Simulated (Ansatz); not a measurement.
Breaking the Cd1–F2 bond in CdF2 (SMILES [F][Cd][F]) (multiplicity 1 held, fragments rigid). Energies count from the point at 1.933 Å.
Geometry at that point (charge 0, multiplicity 1):
| atom | x (Å) | y (Å) | z (Å) |
|---|---|---|---|
| Cd | 0.0000 | 0.0000 | 0.0000 |
| F | 0.0000 | 0.0000 | -1.9335 |
| F | 0.0000 | 0.0000 | 1.9335 |

U- levels take the lowest unrestricted solution at each point, which mixes spins at long bonds. Active spaces are followed from a long bond inwards. Curves can end on different states.

Frozen-core correlation.

Programs: Ansatz (a quantum-chemistry and plane-wave program) with Gaussian orbitals.  In def2 rows elements past Kr take small-core potentials, without spin–orbit coupling.

Energies in kJ/mol.

| R (Å) | U-HF/def2-SVP | U-CCSD(T)/def2-SVP | FIC-MRCISD on CASSCF(6,4)/def2-SVP | FIC-MRCISD+Q on CASSCF(6,4)/def2-SVP |
|---|---|---|---|---|
| 1.547 | 339 | 331 | 334 | 332 |
| 1.740 | 59 | 58 | 59 | 58 |
| 1.933 | 0 | 0 | 0 | 0 |
| 2.127 | 33 | 31 | 30 | 31 |
| 2.320 | 99 | 94 | 92 | 93 |
| 2.610 | 205 | 202 | 194 | 197 |
| 2.900 | 236 | 293 | 278 | 285 |
| 3.384 | 249 | 374 | 351 | 363 |
| 3.867 | 252 | 392 | 373 | 386 |
| 4.447 | 253 | 395 | 379 | 393 |
| 5.220 | 253 | 396 | 381 | 395 |
| 6.187 | 253 | 396 | 381 | 394 |

Doubts at one or more of the structures used: a spin-contaminated determinant (U-HF/def2-SVP, U-CCSD(T)/def2-SVP); other coupled-cluster roots lie near (U-CCSD(T)/def2-SVP); T1 above 0.05 (U-CCSD(T)/def2-SVP); active orbitals that take no part (FIC-MRCISD on CASSCF(6,4)/def2-SVP, FIC-MRCISD+Q on CASSCF(6,4)/def2-SVP).
